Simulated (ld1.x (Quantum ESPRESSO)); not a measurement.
## Varying the PAW potential for Ga

Base potential:

| Property | Result |
| --- | --- |
| Element | Ga |
| Generator | ld1.x (Quantum ESPRESSO) 7.5 |
| Type | PAW |
| Functional | PBE |
| Relativity | scalar-relativistic |
| Frozen core | [Ar] |
| Valence charge | 13 |
| Reference configuration | 3d10 4s1.5 4p1.5 |
| Partial waves | 4s (bound): rcut 1.55, rcutus 1.95 bohr; 4s channel at 0.5 Ry: rcut 1.55, rcutus 1.95 bohr; 4p (bound): rcut 1.80, rcutus 2.45 bohr; 4p channel at 1.7 Ry: rcut 1.80, rcutus 2.45 bohr; 3d (bound): rcut 0.65, rcutus 0.85 bohr; 3d channel at 2.45 Ry: rcut 0.65, rcutus 0.85 bohr |
| Local potential | all-electron potential smoothed inside 0.95 bohr (lloc = -2) |
| Core correction | a·sin(br)/r model core inside 0.85 bohr |
| Augmentation charge | BG, radius 0.60 bohr |

Cutoffs, loose and tight: the cutoffs (Ry, on a coarse ladder) from which the occupation-weighted sum of valence levels, in a spherical-Bessel basis at the reference potential, stays within 10 and 1 mRy of its value at 400 Ry. They do not see the model core or the augmentation charge, which bear on the density cutoff. Test errors are all-electron minus pseudo excitation energies from the reference, over the configurations 3d10 4s2 4p1; 3d10 4s2 4p0; 3d10 4s1 4p0; 3d10 4s2 4p0.5; 3d10 4s1 4p1; 3d10 4s1 4p2; 3d9 4s2 4p1. A dash means not determined; rows that change the core or the reference have their own tests.

| change | outcome | cutoff, loose | cutoff, tight | bound ghosts | largest test error (meV) |
| --- | --- | --- | --- | --- | --- |
| base | generated | 230 Ry | over 300 Ry | none | test run stopped at test 1 of 7 (negative rho) |
| waves 3d (bound): rcut 0.52, rcutus 0.56 bohr; 3d channel at 2.45 Ry: rcut 0.52, rcutus 0.56 bohr | generated | over 300 Ry | over 300 Ry | none | test run stopped at test 1 of 7 (negative rho) |
| waves 3d (bound): rcut 0.65, rcutus 0.72 bohr; 3d channel at 2.45 Ry: rcut 0.65, rcutus 0.72 bohr | generated | 300 Ry | over 300 Ry | none | test run stopped at test 1 of 7 (negative rho) |
| waves 3d (bound): rcut 0.65, rcutus 0.82 bohr; 3d channel at 2.45 Ry: rcut 0.65, rcutus 0.82 bohr | generated | 230 Ry | over 300 Ry | none | test run stopped at test 1 of 7 (negative rho) |
| waves 3d (bound): rcut 0.65, rcutus 1.00 bohr; 3d channel at 2.45 Ry: rcut 0.65, rcutus 1.00 bohr | generated | 160 Ry | 260 Ry | none | test run stopped at test 2 of 7 (negative rho), 1 before it not solved |
| waves 3d (bound): rcut 0.65, rcutus 1.10 bohr; 3d channel at 2.45 Ry: rcut 0.65, rcutus 1.10 bohr | generated | 140 Ry | 200 Ry | none | test run stopped at test 2 of 7 (negative rho), 1 before it not solved |
| waves 3d (bound): rcut 0.65, rcutus 1.24 bohr; 3d channel at 2.45 Ry: rcut 0.65, rcutus 1.24 bohr | generated | 80 Ry | 160 Ry | none | test run stopped at test 1 of 7 (negative rho) |

Reading the sweep of the d radius (base included, trends over the rows without a ghost): The loose cutoff falls from 300 Ry at 0.72 to 80 Ry at 1.24 bohr. A larger radius leaves more room for a smooth pseudo-wave, so fewer plane waves are needed; a smaller one forces it to follow the all-electron wave where it bends sharply.
